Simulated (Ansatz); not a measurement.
SnN₂H₅ (SMILES [NH2][SnH+][NH2]) (charge +1), closed shell: a single point displaced at random from a GFN2-xTB minimum.

Input (in.yaml):

```yaml
crystal:
  periodic: [false, false, false]
  atoms:
    - {symbol: N, position_ang: [-0.945300, 0.645100, -1.201200]}
    - {symbol: Sn, position_ang: [0.155500, 0.622300, 0.430800]}
    - {symbol: N, position_ang: [0.778600, -1.208900, 0.706600]}
    - {symbol: H, position_ang: [-1.426200, -0.198900, -1.391900]}
    - {symbol: H, position_ang: [-1.378800, 1.564100, -1.383500]}
    - {symbol: H, position_ang: [0.459900, 1.891400, 1.465100]}
    - {symbol: H, position_ang: [1.445700, -1.410600, 1.485800]}
    - {symbol: H, position_ang: [0.982600, -1.873400, -0.074700]}
basis:
  gaussian: {orbitals: def2-TZVPP}
total_charge: 1
correlation: {method: ccsd_t}
output: {forces: true}
```

An equivalent command:

```bash
ansatz run in.yaml --threads 4 --pin off --events-out ev --progress --plain
```

What Ansatz 0.2.0 printed:

```
Functional definition: HF
  name "HF"
  cite "Fock, Z. Phys. 61, 126 (1930) doi:10.1007/BF01340294"
  parent pbe
  exchange = exact_x
  correlation = 0
1245 factors; integrals over basis functions are off by at most 1.0e-3 eV
mean field evaluation 1: about -8832.0758 eV, gradient 7.2e1 eV
mean field evaluation 2: about -8832.1914 eV, gradient 7.2e1 eV
mean field evaluation 4: about -8842.4522 eV, gradient 3.9e0 eV
mean field evaluation 8: about -8842.5288 eV, gradient 2.7e-1 eV
mean field evaluation 16: about -8836.8866 eV, gradient 5.2e1 eV
mean field -8842.52925560 eV, -324.9569564617 hartree, gradient 7.7e-6 eV, S^2 0.000000; 0 other end points of the search recorded, 0 dependent functions left out
6 core orbitals not correlated: weight in the atoms' cores, before any rotation towards them, 1.000 or more for the frozen orbitals, at most 0.000 for the correlated occupied ones
reference -8842.52925560 eV, -324.9569564617 hartree; 14, 14 occupied and 162, 162 virtual orbitals, 1245 factors
second order -20.20237065 eV of doubles, -0.00000000 eV of singles
cycle   1  -19.90039558 eV  change    3.0e-1 eV  update   1.1e-1
cycle   2  -20.38927754 eV  change   -4.9e-1 eV  update   3.5e-2
cycle   3  -20.52116034 eV  change   -1.3e-1 eV  update   2.4e-2
cycle   4  -20.50844035 eV  change    1.3e-2 eV  update   8.1e-3
cycle   5  -20.50475417 eV  change    3.7e-3 eV  update   4.2e-3
cycle   6  -20.50634080 eV  change   -1.6e-3 eV  update   1.3e-3
cycle   7  -20.50587282 eV  change    4.7e-4 eV  update   4.6e-4
cycle   8  -20.50583477 eV  change    3.8e-5 eV  update   1.3e-4
cycle   9  -20.50588571 eV  change   -5.1e-5 eV  update   4.9e-5
cycle  10  -20.50587676 eV  change    8.9e-6 eV  update   1.7e-5
cycle  11  -20.50587811 eV  change   -1.4e-6 eV  update   9.2e-6
cycle  12  -20.50588662 eV  change   -8.5e-6 eV  update   3.7e-6
perturbative correction -0.75372050 eV, -0.0276987176 hartree
the calculation of the forces begins
Total energy: -8863.78886273 eV, -325.7382326134 hartree
Atom 0 at    -0.945300     0.645100    -1.201200 Å, force     1.154555     2.031735     1.138073 eV/Å
Atom 1 at     0.155500     0.622300     0.430800 Å, force    -0.162567    -0.773272    -0.588162 eV/Å
Atom 2 at     0.778600    -1.208900     0.706600 Å, force     1.336759    -0.879412     0.307040 eV/Å
Atom 3 at    -1.426200    -0.198900    -1.391900 Å, force    -0.818697    -0.496319    -0.536275 eV/Å
Atom 4 at    -1.378800     1.564100    -1.383500 Å, force    -0.150338    -1.252898    -0.220777 eV/Å
Atom 5 at     0.459900     1.891400     1.465100 Å, force     0.027563     0.023233    -0.005479 eV/Å
Atom 6 at     1.445700    -1.410600     1.485800 Å, force    -0.874312     0.340697    -0.930417 eV/Å
Atom 7 at     0.982600    -1.873400    -0.074700 Å, force    -0.512963     1.006237     0.835996 eV/Å
Dipole moment:     0.039229     0.053571     0.069870 e Å
```

The lines “mean field evaluation” count trial sets of orbitals through the whole run, from several starts and some on an approximate energy, so they need not fall steadily or lie above the final value.

Hardware: 4 CPU threads, shared host. Wall time 3.4 min; peak host memory 3.9 GiB.
